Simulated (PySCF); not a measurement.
Structure from NMR data

An unknown has the formula C4H12O2Si2. Its calculated NMR data are:

$^{1}$H NMR (600 MHz, computed): δ 5.11 (m, 1H), 4.24 (m, 2H), 4.18 (m, 2H), 4.03 (t, 3H), 2.11 (m, 1H), 1.15 (m, 1H), -0.11 (m, 2H).

$^{13}$C{$^{1}$H} NMR (computed): δ 67.3 (CH2), 34.4 (CH2), -2.2 (CH2).

Computational details: shieldings: GIAO PBE0/pcSseg-1, PBE0-D3(BJ)/def2-SVP structure, in PySCF 2.14 (no solvent, averaged over atoms made equivalent by symmetry, fast rotation or ring inversion, no relativistic terms, one conformer).

Shifts are taken against calculated references (same method and geometry level): TMS for $^{1}$H and $^{13}$C.

Task: What is the structure?

Result: 
The formula gives 1 degree of unsaturation (1 ring in the answer). 3 carbon signals for 4 carbons: some carbons are equivalent by symmetry or fast rotation. Carbon types of the structure: 4 × CH2, leaving 4 H on heteroatoms. δC 67.3: sp3 CH2 bonded to O; the inductive effect lowers its shielding. δC 34.4: sp3 CH2 in a ring; saturated and bonded to C and H only. δC -2.2: sp3 CH2 bonded to 2 Si; an electropositive neighbour leaves it electron-rich and shielded. δH 5.11: hydrogen on a silicon bonded to C, 2 O, in a 6-membered ring. δH 4.24, 4.18: hydrogen on an sp3 CH2 bonded to O; its carbon carries O, hence the downfield position. δH 2.11, 1.15: hydrogen on an sp3 CH2 in a ring. δH -0.11: hydrogen on an sp3 CH2 bonded to 2 Si; an electropositive neighbour shields it, as in TMS itself.

The compound is `[SiH3]C[SiH]1OCCCO1`.

The data come from this structure; uniqueness wasn't tested.

Shifts are as computed. Against solution values, carbons near 30 ppm lie about +2 ppm off and those near 130 ppm about +5 ppm. Of 1309 compounds with measured shifts, 239 miss one by over three times the rms of a fit or turn the order of signals round; such compounds aren't used in these exercises. No couplings were computed; multiplicities are counted from neighbouring protons, with m where these are inequivalent, close in shift, in a saturated or five-membered ring or joined by F or P, and br s for small geminal =CH2 splittings.
